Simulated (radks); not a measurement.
Q: The tellurium ion Te+, [Kr] 4d10 5s2 5p3. Method: non-relativistic Kohn-Sham, r2SCAN, spin-polarised, spherical densities, point nucleus; meta-GGA in the generalised Kohn-Sham scheme; computed with a radial shooting solver on a logarithmic mesh with Libxc functionals. Every spin shell is full or empty, so the densities are truly spherical. Functionals are evaluated on that one density, not self-consistently. Rank these exchange functionals by their error against the exact value of the orbitals, and give that value: LDA, PBE, PW86, B86b, G96, EV93, APBE, TASK, MVS.

A: Exact: -168.624 hartree. From best to worst, with 100 (|E| - |E exact|)/|E exact| (equal figures are ties): B86b -0.03, MVS +0.07, PW86 -0.23, APBE +0.28, G96 +0.32, EV93 -0.34, PBE -0.45, TASK -2.23, LDA -4.81.
